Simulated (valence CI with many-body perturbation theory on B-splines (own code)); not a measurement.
## Which ion has this spectrum?

A relativistic CI+MBPT calculation for an atom or ion with 5 electrons gives these levels (× 10³ cm⁻¹):

| J | Parity | E | g |
| --- | --- | --- | --- |
| 1/2 | odd | 0.00 | 0.64 |
| 1/2 | even | 1280.6 | 2.19 |
| 3/2 | odd | 2662.3 | 1.32 |
| 3/2 | even | 3556.3 | 1.66 |
| 5/2 | even | 3807.1 | 1.36 |
| 3/2 | even | 4202.6 | 0.96 |
| 1/2 | even | 4207.0 | 1.21 |
| 3/2 | odd | 5577.5 | 1.36 |
| 5/2 | even | 6365.2 | 1.41 |
| 1/2 | even | 6946.9 | 1.88 |
| 3/2 | even | 6955.4 | 1.19 |
| 3/2 | odd | 7990.6 | 1.44 |
| 5/2 | odd | 8147.0 | 1.18 |
| 1/2 | odd | 8449.7 | 0.64 |

The energies are calculated, and their last digits are not significant.

Question: Which is it?
A. Sb46+
B. Te47+
C. I48+
D. Xe49+

Answer: C. I48+, ground level (2s^2 2p1/2) J=1/2.
